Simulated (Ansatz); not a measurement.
Other settings, tried on [Er(H2O)6]3+ (ErO₆H₁₂³⁺).

```yaml
crystal:
  periodic: [false, false, false]
  atoms:
    - {symbol: Er, position_ang: [-0.001084, -0.001553, 0.000934]}
    - {symbol: O, position_ang: [0.169333, 0.185874, 2.292912]}
    - {symbol: H, position_ang: [0.154004, 1.008527, 2.838179]}
    - {symbol: H, position_ang: [0.274893, -0.538064, 2.955564]}
    - {symbol: O, position_ang: [-0.162110, -0.188730, -2.291592]}
    - {symbol: H, position_ang: [-0.266294, 0.535017, -2.954667]}
    - {symbol: H, position_ang: [-0.142656, -1.011435, -2.836718]}
    - {symbol: O, position_ang: [2.291148, 0.168799, -0.178943]}
    - {symbol: H, position_ang: [2.951037, 0.278819, 0.546836]}
    - {symbol: H, position_ang: [2.839282, 0.149268, -0.999584]}
    - {symbol: O, position_ang: [-2.294528, -0.163295, 0.179420]}
    - {symbol: H, position_ang: [-2.842938, -0.143397, 0.999915]}
    - {symbol: H, position_ang: [-2.954836, -0.267979, -0.546791]}
    - {symbol: O, position_ang: [-0.182212, 2.290376, -0.174135]}
    - {symbol: H, position_ang: [-1.003859, 2.837198, -0.162160]}
    - {symbol: H, position_ang: [0.543363, 2.951333, -0.278698]}
    - {symbol: O, position_ang: [0.177881, -2.294136, 0.173029]}
    - {symbol: H, position_ang: [-0.548699, -2.953783, 0.279287]}
    - {symbol: H, position_ang: [0.998275, -2.842820, 0.157231]}
basis:
  gaussian: {orbitals: def2-SVP, nuclear_model: gaussian}
total_charge: 3
magnetization: {spin_polarized: true, initial_magnetization: 3}
hamiltonian: {xc: {name: HSE06}, dispersion: d4}
scf: {lower_state_search: off}
output: {forces: true}
```

```sh
$ ansatz run in.yaml --threads 4 --pin off --events-out ev --progress --plain --max-ram 6963MiB
```

Output, abridged:

```
Functional definition: HSE06
basis functions trapped inside cores are left out: 1
1971 factors; integrals over basis functions are off by at most 1.5e-3 eV
141 factors; integrals over basis functions are off by at most 6.6e-7 eV
mean field evaluation 1: about -39880.4292 eV, gradient 3.4e2 eV
mean field evaluation 2: about -36120.5198 eV, gradient 1.1e3 eV
mean field evaluation 4: about -37979.6352 eV, gradient 7.8e2 eV
mean field evaluation 8: about -39926.1822 eV, gradient 3.1e2 eV
mean field evaluation 16: about -40062.2915 eV, gradient 1.7e-1 eV
mean field evaluation 32: about -40062.2932 eV, gradient 9.3e-5 eV
mean field -40062.29320002 eV, -1472.2621199032 hartree, gradient 2.3e-6 eV, S^2 3.751980; 0 other end points of the search recorded, 0 dependent functions left out
reference -40062.29331059 eV, -1472.2621239666 hartree; 50, 47 occupied and 174, 177 virtual orbitals, 1971 factors
Total energy: -40062.50284479 eV, -1472.2698242064 hartree
Atom 0 at    -0.001084    -0.001553     0.000934 Å, force     0.000376     0.000951    -0.000368 eV/Å
Atom 1 at     0.169333     0.185874     2.292912 Å, force     0.037638     0.039955     0.494436 eV/Å
Atom 2 at     0.154004     1.008527     2.838179 Å, force     0.005942    -0.406332    -0.275124 eV/Å
Atom 3 at     0.274893    -0.538064     2.955564 Å, force    -0.053046     0.356614    -0.333205 eV/Å
Atom 4 at    -0.162110    -0.188730    -2.291592 Å, force    -0.034576    -0.041851    -0.496421 eV/Å
Atom 5 at    -0.266294     0.535017    -2.954667 Å, force     0.051955    -0.357446     0.333616 eV/Å
Atom 6 at    -0.142656    -1.011435    -2.836718 Å, force    -0.010349     0.408226     0.275713 eV/Å
Atom 7 at     2.291148     0.168799    -0.178943 Å, force     0.495881     0.038132    -0.038205 eV/Å
Atom 8 at     2.951037     0.278819     0.546836 Å, force    -0.331535    -0.056232    -0.358329 eV/Å
Atom 9 at     2.839282     0.149268    -0.999584 Å, force    -0.276156     0.009089     0.405678 eV/Å
Atom 10 at    -2.294528    -0.163295     0.179420 Å, force    -0.494913    -0.033968     0.039070 eV/Å
Atom 11 at    -2.842938    -0.143397     0.999915 Å, force     0.276986    -0.009836    -0.405621 eV/Å
Atom 12 at    -2.954836    -0.267979    -0.546791 Å, force     0.332465     0.050866     0.358054 eV/Å
Atom 13 at    -0.182212     2.290376    -0.174135 Å, force    -0.040123     0.494441    -0.038275 eV/Å
Atom 14 at    -1.003859     2.837198    -0.162160 Å, force     0.405864    -0.275009    -0.004454 eV/Å
Atom 15 at     0.543363     2.951333    -0.278698 Å, force    -0.357115    -0.331900     0.051497 eV/Å
Atom 16 at     0.177881    -2.294136     0.173029 Å, force     0.037922    -0.494656     0.036585 eV/Å
Atom 17 at    -0.548699    -2.953783     0.279287 Å, force     0.358110     0.331502    -0.052753 eV/Å
Atom 18 at     0.998275    -2.842820     0.157231 Å, force    -0.405325     0.277453     0.008105 eV/Å
Dipole moment:     0.000853     0.001497    -0.000962 e Å
Checks for a lower state left out: stability, starts, cluster_reference, orbital_swaps, neighbouring_geometries, increment
```

It took 1.8 min on 4 threads of Intel Xeon on a shared host, peak host memory 1.3 GiB.

In the def2 sets Er takes a core potential; there is no spin–orbit coupling. HSE06 is defined as in plane-wave codes, on full-range PBE exchange. With an open 4f shell the SCF may have ended on a state above the lowest.

The dipole of an ion depends on the origin.
